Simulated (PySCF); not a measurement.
Stepwise substitution at one centre (Al CH3-SH). Gas-phase values, no solvent. One relaxed conformer stands for each flexible species; it need not be the lowest. Strings in code marks are SMILES.

Computed with PBE-D3(BJ)/def2-TZVP // CAM-B3LYP-D3(BJ)/def2-TZVP (PySCF). All candidates: neutral, multiplicity 1. Excitations are Tamm–Dancoff values on a coarser integration grid. The basis has no diffuse functions, so Rydberg states are missing or too high.

```yaml
T1 excitation (TDA): 4.72 eV
LUMO: -1.20 eV
HOMO–LUMO gap: 5.06 eV
```

Q: Say which member has these values.
A) `[CH3][Al]([CH3])[SH]` (C–Al–S–H torsion 179°)
B) `[SH][Al]([SH])[SH]`
C) `[CH3][Al]([CH3])[CH3]`

A: A, `[CH3][Al]([CH3])[SH]` (C–Al–S–H torsion 179°). The others give `[SH][Al]([SH])[SH]`: 4.93 eV, -1.43 eV, 5.09 eV; `[CH3][Al]([CH3])[CH3]`: 4.93 eV, -1.11 eV, 5.14 eV
